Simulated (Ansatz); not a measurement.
C5H15SbSi, SMILES `C[CH2][Sb]([SiH3])[CH](C)C`, relaxed with RKS PBE0-D4/def2-TZVP in the Gaussian-basis code of Ansatz from a PBE-D4/def2-SVP geometry. The force threshold is 0.005 eV/Å; the program also tests the step.

The species carries charge 0 and has multiplicity 1. Sb takes the def2 core potential.

Start:

```xyz
22

C    -1.121    1.043    2.848
C    -1.140    0.217    1.564
Sb    0.889   -0.271    0.793
Si    1.262    2.174    0.003
C     0.146   -0.911   -1.222
C    -0.576   -2.251   -1.093
C     1.296   -0.953   -2.228
H    -0.564    0.533    3.661
H    -0.643    2.033    2.696
H    -2.149    1.231    3.224
H    -1.636   -0.763    1.723
H    -1.683    0.734    0.747
H     1.440    3.107    1.174
H     2.491    2.295   -0.862
H     0.076    2.655   -0.799
H    -0.580   -0.123   -1.515
H     0.105   -3.053   -0.735
H    -1.435   -2.203   -0.392
H    -0.976   -2.581   -2.078
H     1.780    0.036   -2.358
H     0.933   -1.278   -3.229
H     2.085   -1.674   -1.922
```

Question: By how much does the energy fall, and how many steps does the optimiser take? (Estimate.)

Answer: Ansatz gave: 9.79 kJ/mol, in 14 steps, 2 of them rejected.

Question: Which bonds change most? (An estimate is asked.)

Answer: Ansatz gave: Sb3–C5 from 2.242 to 2.192 Å; C2–Sb3 from 2.225 to 2.179 Å; Sb3–Si4 from 2.597 to 2.568 Å; Si4–H13 from 1.508 to 1.489 Å.

Question: Give the relaxed structure. (Estimate.)

Answer: Ansatz gave: 
```xyz
22

C    -1.099    1.025    2.814
C    -1.130    0.187    1.548
Sb    0.855   -0.244    0.758
Si    1.233    2.182    0.003
C     0.147   -0.883   -1.216
C    -0.589   -2.205   -1.088
C     1.304   -0.970   -2.194
H    -0.510    0.546    3.600
H    -0.662    2.011    2.636
H    -2.107    1.182    3.210
H    -1.594   -0.784    1.737
H    -1.702    0.677    0.756
H     1.449    3.082    1.169
H     2.430    2.284   -0.878
H     0.052    2.683   -0.758
H    -0.552   -0.106   -1.540
H     0.070   -2.993   -0.710
H    -1.448   -2.137   -0.416
H    -0.962   -2.534   -2.065
H     1.811   -0.010   -2.324
H     0.952   -1.294   -3.180
H     2.052   -1.697   -1.863
```
